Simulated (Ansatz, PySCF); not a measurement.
Gas-phase reaction in SMILES: C[SiH](C)[SiH3] → C[Si-](C)[SiH3] + H+
Structures are relaxed separately at B3LYP-D3(BJ)/def2-TZVP in Ansatz (a first-principles code). Frequencies are from Ansatz or PySCF.

Quantity: gas-phase deprotonation energy (0 K, with B3LYP-D3(BJ) harmonic zero-point energies), in kJ/mol. Correlated levels leave the core frozen unless marked. Spin-orbit coupling is left out. No relativistic terms. Anions need diffuse functions: aug- sets have them; def2-D sets add few; the other sets have none. CBS(X,Y): correlation extrapolated as X^-3; Hartree-Fock from the larger set.

| level | program | gas-phase deprotonation energy (kJ/mol) | minus last row |
|---|---|---|---|
| HF/cc-pV(D+d)Z | Ansatz | 1603.4 | 51.3 |
| HF/cc-pwCVTZ | Ansatz | 1604.2 | 52.1 |
| revPBE/def2-TZVPD | Ansatz | 1541.4 | -10.7 |
| r2SCAN-D4/def2-TZVPD | Ansatz + dftd4 | 1551.5 | -0.6 |
| PBE0-D4/def2-TZVPD | Ansatz + dftd4 | 1545.6 | -6.5 |
| BHLYP-D4/def2-TZVPD | Ansatz + dftd4 | 1566.8 | 14.7 |
| CAM-B3LYP-D4/def2-TZVPD | Ansatz + dftd4 | 1553.5 | 1.4 |
| MP2/aug-cc-pV(T+d)Z | Ansatz | 1544.9 | -7.2 |
| MP2/CBS(aug-cc-pV(T+d)Z,aug-cc-pV(Q+d)Z) | Ansatz | 1548.3 | -3.8 |
| RI-MP2/cc-pV(T+d)Z | Ansatz | 1560.6 | 8.5 |
| SCS-MP2/aug-cc-pV(Q+d)Z | Ansatz | 1561.4 | 9.3 |
| CCSD/STO-3G | Ansatz | 2048.6 | 496.5 |
| CCSD/cc-pwCVTZ | Ansatz | 1572.1 | 20.0 |
| CCSD(T) with core electrons (1s frozen past Ne)/cc-pwCVTZ | Ansatz | 1562.7 | 10.6 |
| CCSD(T)/CBS(aug-cc-pV(T+d)Z,aug-cc-pV(Q+d)Z) | Ansatz | 1552.1 | 0.0 |
